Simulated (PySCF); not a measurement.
Spinor energies of Bi⁺ (bismuth, charge +1)

Start: [Xe] 4f14 5d10 6s2 6p2; 6p3/2 filled at m_j = +1/2, +3/2. Calculated with PySCF 2.14 in x2c-TZVPall-2c (11s11p9d3f, 110 functions): generalised Hartree-Fock with the X2C-1e Hamiltonian and a Gaussian nucleus; spin-orbit coupling (SO) screened by Boettger's factors. This is a chosen level, not necessarily the ground level.

```tsv
spinor shell	electrons	ε, screened SO (eV)	weight of nominal j (screened SO)	rms radius, screened SO (bohr)
1s1/2	2	-91018.2	1.000	0.0178
2s1/2	2	-16516.0	1.000	0.0718
2p1/2	2	-15844.3	1.000	0.0606
2p3/2	4	-13519.9	1.000	0.0691
3s1/2	2	-4066.0	1.000	0.183
3p1/2	2	-3763.4	1.000	0.175
3p3/2	4	-3235.8	1.000	0.192
3d3/2	4	-2745.6	1.000	0.168
3d5/2	6	-2634.2	1.000	0.172
4s1/2	2	-979.22	1.000	0.401
4p1/2	2	-846.54	1.000	0.404
4p3/2	4	-714.69	1.000	0.438
4d3/2	4	-498.70	1.000	0.446
4d5/2	6	-473.41	1.000	0.457
4f5/2	6	-190.35	1.000	0.479
5s1/2	2	-189.74	1.000	0.890
4f7/2	8	-184.91	1.000	0.481
5p1/2	2	-141.51	1.000	0.953
5p3/2	4	-116.09	1.000	1.04
5d3/2	4	-45.925	0.999	1.29
5d5/2	6	-42.529	0.999	1.33
6s1/2	2	-25.935	0.998	2.32
6p3/2	2	-15.623	0.531	2.97
```

```
   quantity   screened SO
E (hartree)  -21554.67721
        M_J             2
       ⟨J²⟩         6.013
       ⟨L²⟩         3.934
       ⟨S²⟩         1.380
```

Each row is a mean over spinors that exchange with the open shell spreads, by up to 2.761 eV (6p3/2).

Rows whose weight is well below 1 are mixtures of j = l ± 1/2: exchange outweighs spin-orbit coupling there, and the label is only the starting occupation.

Breit and QED terms are absent; they matter most for the inner s and p1/2 levels.

Densities and radii are taken from the X2C orbitals without a picture-change correction, which distorts them close to the nucleus.
